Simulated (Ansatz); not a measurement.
Forces on a displaced structure

InH5S (SMILES [SH2+][InH3-]), closed shell, displaced at random from its PBE0-D4/def2-TZVP minimum.

```json
{"atom": "S1", "x (Å)": "-0.3997", "y (Å)": "-1.5834", "z (Å)": "-0.2931"}
{"atom": "In2", "x (Å)": "0.3113", "y (Å)": "1.2006", "z (Å)": "-0.2840"}
{"atom": "H3", "x (Å)": "-1.2950", "y (Å)": "-1.5113", "z (Å)": "0.7090"}
{"atom": "H4", "x (Å)": "0.5647", "y (Å)": "-1.9660", "z (Å)": "0.6143"}
{"atom": "H5", "x (Å)": "-1.2313", "y (Å)": "1.5803", "z (Å)": "-1.0537"}
{"atom": "H6", "x (Å)": "0.3448", "y (Å)": "1.2455", "z (Å)": "1.4236"}
{"atom": "H7", "x (Å)": "1.7248", "y (Å)": "0.9388", "z (Å)": "-1.1983"}
```

Program: Ansatz 0.2.0. Basis: def2-TZVPP. Cores are frozen in the correlated methods. Filled d shells of the heavier atoms are correlated. Core potentials replace the inner electrons of the atoms past krypton. The def2 sets are not built for correlating such inner shells, so the correlated values are less sure here.

CCSD(T) forces from the calculation:
```
atom      Fx      Fy  Fz (eV/Å)
  S1   0.579  -0.347      0.941
 In2  -0.718  -0.165     -0.230
  H3  -0.020   0.071     -0.225
  H4  -0.529   0.229     -0.727
  H5   0.443   0.029      0.144
  H6   0.077   0.114      0.210
  H7   0.169   0.069     -0.113
```

Task: Which atom feels the largest CCSD(T) force, and how large is it?

Result: S1, 1.16 eV/Å, along (0.50, -0.30, 0.81).

Root-mean-square difference of the force components from those of CCSD(T): PBE-D4 0.180; r2SCAN-D4 0.054; PBE0-D4 0.043; wB97M-V 0.014 eV/Å.

No T1 diagnostic of these runs exceeds 0.014.

For scale, one of the runs: CCSD(T)/def2-TZVPP forces, 162 basis functions (an equivalent command: `ansatz run in.yaml --threads 2`). The run took 4.5 min on 2 CPU threads (shared host), with 2.3 GiB of host memory at its peak.
